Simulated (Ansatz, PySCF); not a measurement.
Gas-phase reaction in SMILES: CCCC[C@H](C)Cl [(2S)-2-chlorohexane] + 6 [H][H] (H2) -> 6 C (CH4) + Cl (HCl)
Each molecule is optimised on its own at B3LYP-D3(BJ)/def2-TZVP (Ansatz, a program for electronic structure), one conformer each, not searched for the lowest.

Quantity: energy of full hydrogenation (enthalpy at 298 K, with B3LYP-D3(BJ) rigid-rotor harmonic-oscillator terms from PySCF), in eV. Correlated levels leave the core frozen unless marked. Spin-orbit coupling is left out. No relativistic terms. CBS(X,Y): correlation extrapolated as X^-3; Hartree-Fock from the larger set. The bracket is a focal-point correction in the basis named.

```json
[
 {"level": "SVWN5/def2-TZVPD", "program": "Ansatz", "energy of full hydrogenation (eV)": "…"},
 {"level": "PBE-D3(BJ)/def2-TZVPD", "program": "Ansatz + dftd3", "energy of full hydrogenation (eV)": "-3.29"},
 {"level": "B3LYP-D3(BJ)/def2-TZVPD", "program": "Ansatz + dftd3", "energy of full hydrogenation (eV)": "-3.53"},
 {"level": "B3LYP-D4/def2-TZVPD", "program": "Ansatz + dftd4", "energy of full hydrogenation (eV)": "-3.55"},
 {"level": "PBE0-D3(BJ)/def2-TZVPD", "program": "Ansatz + dftd3", "energy of full hydrogenation (eV)": "-3.46"},
 {"level": "BHLYP-D4/def2-TZVPD", "program": "Ansatz + dftd4", "energy of full hydrogenation (eV)": "…"},
 {"level": "r2SCAN0/def2-TZVPD", "program": "Ansatz", "energy of full hydrogenation (eV)": "…"},
 {"level": "HSE06/def2-TZVPD", "program": "Ansatz", "energy of full hydrogenation (eV)": "-3.71"},
 {"level": "wB97M-V/def2-TZVPD", "program": "Ansatz", "energy of full hydrogenation (eV)": "-3.44"},
 {"level": "PBE-QIDH/def2-TZVPD", "program": "Ansatz", "energy of full hydrogenation (eV)": "-3.44"},
 {"level": "SCS-MP2/6-31G", "program": "Ansatz", "energy of full hydrogenation (eV)": "-3.35"},
 {"level": "CCSD/6-31G*", "program": "Ansatz", "energy of full hydrogenation (eV)": "-2.98"},
 {"level": "CCSD(T) with core electrons (1s frozen past Ne)/cc-pwCVTZ", "program": "Ansatz", "energy of full hydrogenation (eV)": "-3.52"},
 {"level": "RI-MP2/CBS(aug-cc-pV(T+d)Z,aug-cc-pV(Q+d)Z)+[CCSD(T)-MP2]/aug-cc-pV(T+d)Z", "program": "Ansatz", "energy of full hydrogenation (eV)": "-3.39"}
]
```

Q: Fill in the missing entries.

A: 
- SVWN5/def2-TZVPD, energy of full hydrogenation (eV): -3.09
- BHLYP-D4/def2-TZVPD, energy of full hydrogenation (eV): -3.78
- r2SCAN0/def2-TZVPD, energy of full hydrogenation (eV): -3.63
